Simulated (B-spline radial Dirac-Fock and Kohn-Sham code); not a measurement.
Dipole and non-dipole photoemission parameters of Ru 3p3/2

System: atomic ruthenium, [Kr] 4d7 5s1; threshold 461.5 eV (tabulated edge). Calculated with a B-spline atomic structure program, using Dirac-Hartree-Slater photoionisation with a Latter tail; cross sections with all multipoles, angular parameters from the dipole term and its interference with E2.

Input of the calculation (task.json; shells as n, l, electrons):

```json
{"items": [{
  "Z": 44,
  "q": 0,
  "cfg": [[1, 0, 2], [2, 0, 2], [2, 1, 6], [3, 0, 2], [3, 1, 6], [3, 2, 10], [4, 0, 2], [4, 1, 6], [4, 2, 7], [5, 0, 1]],
  "A": 102,
  "rrms": 4.4809,
  "do": "xps",
  "hv": [80, 95.6, 100, 132.0, 138.0, 150, 155.0, 176.0, 181.0, 236.0, 265.0, 400, 424.0, 679.0, 800, 836.0, 922.0, 1290.0, 1660.0, 2650.0, 2984.4, 3090.0, 5830.0, 6000, 6120.0, 6480.0, 11600.0, 12000],
  "edges": {"K": 22117.0, "L1": 3224.0, "L2": 2967.0, "L3": 2838.0, "M1": 586.1, "M2": 483.3, "M3": 461.5, "M4": 284.2, "M5": 280.0, "N1": 75.0}
}]}
```

Command: `python xray2_run.py task.json out`

For linearly polarised light dσ/dΩ = σ/(4π) [1 + β P₂(cos θ) + (δ + γ cos²θ) sin θ cos φ], with θ from the polarisation vector and φ the angle between the beam and the projection of the electron momentum on the plane normal to the polarisation.

| hν (eV) | σ (kb) | β | γ | δ |
| --- | --- | --- | --- | --- |
| 679 | 313 | 1.200 | 0.254 | 0.039 |
| 800 | 256 | 1.389 | 0.161 | 0.016 |
| 836 | 242 | 1.425 | 0.132 | 0.012 |
| 922 | 210 | 1.490 | 0.073 | 0.007 |
| 1290 | 121 | 1.609 | -0.028 | 0.003 |
| 1660 | 75.1 | 1.637 | 0.004 | 0.004 |
| 2650 | 27.6 | 1.611 | 0.250 | 0.011 |
| 2984.4 | 21.0 | 1.593 | 0.339 | 0.014 |
| 3090 | 19.4 | 1.587 | 0.366 | 0.015 |
| 5830 | 3.85 | 1.426 | 0.960 | 0.044 |
| 6000 | 3.56 | 1.417 | 0.989 | 0.046 |
| 6120 | ? | ? | ? | ? |
| 6480 | 2.88 | 1.391 | 1.067 | 0.051 |
| 11600 | 0.535 | 1.159 | 1.648 | 0.119 |
| 12000 | 0.483 | 1.144 | 1.680 | 0.124 |

Question: Give the values at 6120 eV.

Answer: σ = 3.37 kb, β = 1.410, γ = 1.009, δ = 0.047.
